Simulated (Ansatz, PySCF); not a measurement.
C3H6O, SMILES C=COC.

Coordinates come from a B3LYP-D3(BJ)/def2-SVP optimisation. One conformer was computed; it need not be the lowest.

Vertical ionisation energy (IE) and electron affinity (EA) in eV. Rows of orbital energies are one-electron estimates. Where ΔSCF, EOM or ADC give a negative EA the extra electron is unbound and the value depends on the basis.

```
level                                                                  IE     EA
-------------------------------------------------------------------  ----  -----
−ε(HOMO), −ε(LUMO), B3LYP/def2-TZVP (PySCF)                          6.30  -0.34
−ε(HOMO), −ε(LUMO), PBE/def2-TZVP (PySCF)                            5.32   0.39
ΔSCF, PBE0/def2-SVPD (Ansatz), final states of multiplicity 2 and 2  8.80  -1.90
ΔSCF, PBE/def2-SVPD (Ansatz), final states of multiplicity 2 and 2   8.73  -1.76
```

**Question.** What vertical singlet–triplet gap does ΔSCF give with PBE0/def2-SVPD (Ansatz, a program for electronic structure) and with PBE/def2-SVPD (Ansatz)? (The exact figures need the calculation; the answer reports its results.)

**Answer.** 4.01 and 4.11 eV (triplet above singlet where positive).
